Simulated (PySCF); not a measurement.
C6H10FN.
SMILES with atom numbers: `[H]/[N:5]=[C:4]1\[C@@H:3]([CH2:2][CH3:1])[C@H:7]([F:8])[CH2:6]1` (hydrogens: H9, H10, H11 on C1; H12, H13 on C2; H14 on C3; H15 on N5; H16, H17 on C6; H18 on C7)

The geometry is computed with GFN2-xTB (gas phase).

Q: What internal coordinates does the optimisation give?

A: 
```
                 bond  length (Å)
                C1–C2       1.524
                C2–C3       1.523
                C3–C4       1.523
                C4=N5       1.247
                C4–C6       1.503
                C6–C7       1.536
                C7–F8       1.373
                C3–C7       1.541
C1–H9, C1–H10, C1–H11       1.088
               C2–H12       1.093
               C2–H13       1.093
               C3–H14       1.093
               N5–H15       1.018
               C6–H16       1.089
               C6–H17       1.087
               C7–H18       1.093
```

Bonds in one row agree within 0.01 Å and their mean is given. A selection of angles:
```
     angle  degrees
  C2–C1–H9    110.5
 C2–C1–H11    110.5
 H9–C1–H10    108.2
 H9–C1–H11    108.5
  C1–C2–C3    111.6
 C1–C2–H12    109.9
 C1–C2–H13    109.6
 C3–C2–H12    109.1
 C3–C2–H13    108.8
H12–C2–H13    107.7
  C2–C3–C4    117.9
  C2–C3–C7    118.2
 C2–C3–H14    110.2
  C4–C3–C7     87.3
 C4–C3–H14    111.1
 C7–C3–H14    110.4
  C3–C4–N5    137.3
  C3–C4–C6     92.4
  N5–C4–C6    130.1
 C4–N5–H15    115.7
  C4–C6–C7     88.2
 C4–C6–H16    112.4
 C4–C6–H17    116.5
 C7–C6–H16    112.1
 C7–C6–H17    117.4
H16–C6–H17    109.0
  C6–C7–F8    114.8
 C6–C7–H18    114.9
 F8–C7–H18    106.8
  C3–C7–C6     90.4
  C3–C7–F8    115.0
 C3–C7–H18    114.6
```

Dihedral angles: C1–C2–C3–C4 175° (antiperiplanar); C2–C3–C4–N5 45° (synclinal); C3–C4–C6–C7 10° (synperiplanar); C4–C6–C7–F8 -128° (anticlinal); C2–C3–C7–C6 130° (anticlinal); H15–N5–C4–C3 3° (synperiplanar).

The C–C distances run from 1.503 Å (C4–C6, drawn single) to 1.541 Å (C3–C7, drawn single), a spread of 0.038 Å. Of the pairs four or more bonds apart, C7···H10 is among the closest relative to their van der Waals radii: 2.93 Å, 101 % of the sum of Bondi's values. The 4-membered ring C3–C4–C6–C7 has internal angles of 87.3° to 92.4° (sum 358°, against 360° for a flat polygon); it is slightly puckered (a soft mode that the optimisation may not have finished), 0.07 Å rms from its mean plane, widest ring torsion 10°.

Point group: C1 (no symmetry element, even within 0.4 Å). No frequency check. The numbers are those of one conformer.
